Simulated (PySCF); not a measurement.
## `CC(=O)CC(Cl)Cl`, C₄H₆Cl₂O

Molfile (atoms numbered from 1):
```
C4H6Cl2O
     RDKit          3D

 13 12  0  0  0  0  0  0  0  0999 V2000
   -1.9279    0.5574   -0.1663 C   0  0  0  0  0  0  0  0  0  0  0  0
   -0.7715   -0.3131   -0.5700 C   0  0  0  0  0  0  0  0  0  0  0  0
   -0.8947   -1.4335   -0.9852 O   0  0  0  0  0  0  0  0  0  0  0  0
    0.5880    0.3603   -0.4102 C   0  0  0  0  0  0  0  0  0  0  0  0
    1.7275   -0.6459   -0.4753 C   0  0  0  0  0  0  0  0  0  0  0  0
    2.3572   -1.0004    1.1492 Cl  0  0  0  0  0  0  0  0  0  0  0  0
    3.0577   -0.0700   -1.5106 Cl  0  0  0  0  0  0  0  0  0  0  0  0
   -1.7775    1.5846   -0.4866 H   0  0  0  0  0  0  0  0  0  0  0  0
   -2.0014    0.5467    0.9204 H   0  0  0  0  0  0  0  0  0  0  0  0
   -2.8542    0.1650   -0.5767 H   0  0  0  0  0  0  0  0  0  0  0  0
    0.6201    0.9325    0.5172 H   0  0  0  0  0  0  0  0  0  0  0  0
    0.6826    1.0685   -1.2382 H   0  0  0  0  0  0  0  0  0  0  0  0
    1.3775   -1.5914   -0.9014 H   0  0  0  0  0  0  0  0  0  0  0  0
  1  2  1  0
  2  3  2  0
  2  4  1  0
  4  5  1  0
  5  6  1  0
  5  7  1  0
  1  8  1  0
  1  9  1  0
  1 10  1  0
  4 11  1  0
  4 12  1  0
  5 13  1  0
M  END
```

Method used: GIAO BHandHLYP/pcSseg-1 magnetisability, rotational g tensor and spin-rotation constants, non-relativistic, gas phase in PySCF 2.14.0. Geometry: GFN2-xTB, dihedral held. The dihedral C2–C4–C5–Cl7 is held at 135°.

Question: Give the nuclear spin-rotation constants along the inertial axes (H = +C I·J) beside the isotropic shieldings.

Answer: Rotational constants 2.5541, 1.0154, 0.8480 GHz. A star marks the isotopologue with that one atom substituted, in its own axes.
| atom | isotope | Caa (kHz) | Cbb (kHz) | Ccc (kHz) | mean (kHz) | σ (ppm) |
| --- | --- | --- | --- | --- | --- | --- |
| Cl6 | 35Cl | 0.766 | 0.109 | 0.367 | 0.414 | 674.0 |
| Cl7 | 35Cl | 0.537 | 0.157 | 0.402 | 0.365 | 674.7 |
| H8 | 1H | -0.293 | -0.070 | -0.011 | -0.125 | 29.7 |
| H9 | 1H | -0.278 | 0.013 | -0.087 | -0.117 | 29.8 |
| H10 | 1H | 0.003 | -0.113 | -0.070 | -0.060 | 29.7 |
| H11 | 1H | -0.291 | -0.068 | 0.004 | -0.118 | 28.4 |
| H12 | 1H | -0.279 | 0.014 | -0.078 | -0.114 | 29.0 |
| H13 | 1H | -0.188 | -0.108 | 0.053 | -0.081 | 25.2 |
| C1 | 13C* | 0.324 | 0.179 | 0.149 | 0.217 | 155.6 |
| C2 | 13C* | 1.485 | 0.219 | 0.415 | 0.706 | -21.4 |
| O3 | 17O* | -1.722 | -0.021 | -0.904 | -0.882 | -319.7 |
| C4 | 13C* | 0.431 | 0.209 | 0.219 | 0.286 | 123.1 |
| C5 | 13C* | 0.553 | 0.205 | 0.228 | 0.329 | 109.6 |

For the geometry as given, no vibrational averaging.
